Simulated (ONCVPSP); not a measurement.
## Which change was made? (Fe, ONCV)

| Quantity | Value |
| --- | --- |
| Element | iron (Fe) |
| Generator | ONCVPSP 4.0.1 |
| Type | optimised norm-conserving Vanderbilt (ONCV) |
| Functional | PBE |
| Relativity | scalar-relativistic |
| Frozen core | [Ne] 3s2 |
| Valence charge | 14 |
| Reference configuration | 3p6 3d6 4s2 |
| Partial waves | 4s: rc 2.45 bohr, ncon 3, nbas 6, qcut 2.8 1/bohr, 2 projectors, debl 2 Ha; 3p: rc 1.20 bohr, ncon 4, nbas 9, qcut 13.5 1/bohr, 2 projectors, debl 1.5 Ha; 3d: rc 0.90 bohr, ncon 3, nbas 6, qcut 10.3 1/bohr, 2 projectors, debl 1.6 Ha; f scattering state at 0.04 Ha: rc 2.20 bohr, ncon 5, nbas 8, qcut 5.6 1/bohr, 2 projectors, debl 1.3 Ha |
| Local potential | polynomial inside 0.60 bohr (lpopt 5, dvloc0 1 Ha) |
| Core correction | Teter function, fcfact 2, rcfact 1.5 |

In the p channel the program set the typed energies aside and used -2.207, 0.250 Ha.

Cutoffs, loose and tight: the cutoffs (Ha) at which the residual kinetic energy of the hardest occupied pseudo-wave falls to 1 and 0.1 mHa per electron. They do not see the model core or the augmentation charge, which bear on the density cutoff. Test errors are all-electron minus pseudo excitation energies from the reference, over the configurations 3p6 3d6 4s1; 3p6 3d6 4s0; 3p6 3d5 4s0; 3p6 3d6 4s0 4p2; variants that change the core or the reference have their own tests.

The base gives: outcome: generated, projector energies reset by the program; bound ghosts: s; GHOST(+) flags above zero: s, f; largest test error (meV): -32.

(1) After one change the result is: outcome: generated, projector energies reset by the program; bound ghosts: s, f; GHOST(+) flags above zero: s; largest test error (meV): -32. Which change was it?
A. s: qcut 3.9; p: qcut 18.6; d: qcut 14.2; f: qcut 7.7
B. p: nproj 1
C. f: rc 2.54
D. all radii but the core radius scaled by about 1.16 (s 2.84, p 1.40, d 1.04, f 2.56 bohr); local potential polynomial inside 0.70 bohr (lpopt 5, dvloc0 1 Ha)

## Answers

(1) C. The others give: s: qcut 3.9; p: qcut 18.6; d: qcut 14.2; f: qcut 7.7 → outcome: failed: ERROR pspot: first pseudo wave function has node, program will stop | all radii but the core radius scaled by about 1.16 (s 2.84, p 1.40, d 1.04, f 2.56 bohr); local potential polynomial inside 0.70 bohr (lpopt 5, dvloc0 1 Ha) → outcome: generated, projector energies reset by the program; cutoff, loose: 108 Ha; cutoff, tight: 187 Ha; bound ghosts: s; GHOST(+) flags above zero: s, f; largest test error (meV): -126 | p: nproj 1 → outcome: generated; bound ghosts: s; GHOST(+) flags above zero: s, f; largest test error (meV): -32.
